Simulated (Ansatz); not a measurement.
Conformers of CH₅ClGaNO (`C[O][Ga]([NH2])[Cl]`), each relaxed with PBE0-D4/def2-TZVP in Ansatz. CBS adds the triple-zeta coupled-cluster correction to the MP2 limit.

Outer-core shells of Ga are correlated without core-valence functions. Scalar relativity is left out up to krypton. Spin–orbit coupling is left out.

Not all of them had a frequency check.

Conformer A:

```xyz
10

C    -0.899   -1.477    0.074
O     0.293   -1.169   -0.607
Ga    1.020    0.445   -0.508
N     0.340    1.771    0.507
Cl    2.831    0.728   -1.582
H    -0.862   -1.209    1.138
H    -1.770   -0.980   -0.372
H    -1.062   -2.556    0.009
H    -0.590    1.738    0.886
H     0.700    2.709    0.454
```

Conformer B:

Cartesian coordinates in Å:
```
C -0.658 -1.733 0.678
O -0.474 -0.756 -0.318
Ga 0.354 0.783 -0.058
N 0.454 2.000 -1.377
Cl 1.139 1.206 1.886
H -0.194 -2.673 0.360
H -1.728 -1.912 0.824
H -0.225 -1.451 1.645
H 1.074 2.788 -1.308
H 0.257 1.748 -2.331
```

Task: Which is lowest in electronic energy at CCSD(T)/CBS (frozen core, def2 sets), and by how much? (Estimate.)

Result: The calculation gave: B; A lies 6.4 kJ/mol higher.

Task: Give the energies relative to B (kJ/mol) with ωB97X-V/def2-TZVPP, r2SCAN/def2-TZVPP, PBE0/def2-TZVPP, CCSD(T)/def2-TZVPP, HF/def2-QZVPP, MP2/def2-QZVPP, SCS-MP2/def2-QZVPP. (Best estimate.)

Result: The calculation gave: 
```csv
level,A
ωB97X-V/def2-TZVPP,6.7
r2SCAN/def2-TZVPP,7.1
PBE0/def2-TZVPP,7.0
CCSD(T)/def2-TZVPP,6.4
HF/def2-QZVPP,5.4
MP2/def2-QZVPP,6.9
SCS-MP2/def2-QZVPP,6.6
```
